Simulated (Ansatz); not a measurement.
## Reading a saddle point

A first-order saddle point of BHBrCl2F, singlet, PBE0-D4/def2-TZVP, with one imaginary mode of 814i cm⁻¹:

B1  (-0.235, -0.394, 0.103)
Br2  (-0.540, 1.671, -0.624)
Cl3  (-0.551, -1.573, -1.159)
Cl4  (-0.904, -0.615, 1.710)
H5  (0.966, 0.975, -0.207)
F6  (1.263, -0.064, 0.177)
(Å)

Ansatz 0.2.0; basis: def2-TZVPP and def2-QZVPP; cores frozen in the correlated methods. Filled d shells of the heavier atoms are correlated. The def2 sets are not built for correlating such inner shells, so the correlated values are less sure here. Extrapolation: Hartree–Fock as exp(−7.88 √X), correlation as X^−2.97.

(1) Which contacts change along the imaginary mode, and what lies on either side? (A judgement: the text doesn't fix the answer.)

(2) Which side is lower, and how far does the saddle lie above each? (To be estimated.)

T1 diagnostic: at most 0.010.

Answers

(1) The calculation gives: The step is BBrCl₂ ([Cl][B]([Cl])[Br]) + HF → BCl₂F ([F][B]([Cl])[Cl]) + HBr, with the molecules in contact on both sides. Shortening one way: B1–F6, Br2–H5; lengthening the same way: B1–Br2, H5–F6.
```csv
pair,one side (Å),saddle (Å),other side (Å)
B1–F6,3.15,1.54,1.31
Br2–H5,2.59,1.71,1.42
B1–Br2,1.92,2.21,3.51
H5–F6,0.92,1.15,3.03
```

(2) By the calculation: The side with B1–F6, Br2–H5 short is lower by 0.641 eV; the saddle lies 1.456 eV above it and 0.814 eV above the other (CCSD(T) at an estimated basis limit (MP2 extrapolated from triple and quadruple zeta, plus CCSD(T) − MP2 in triple zeta); electronic energies).

Labels in which every atom is bracketed show which atoms are joined, not bond orders.

For scale, one of the runs: CCSD(T)/def2-TZVPP, 208 basis functions, launched by `ansatz run in.yaml --threads 4 --pin off --events-out ev --progress --plain --max-ram 9574MiB`. Hardware: 4 CPU threads of an Arm Neoverse V1, shared host. Wall time 2.4 min; peak host memory 2.8 GiB.
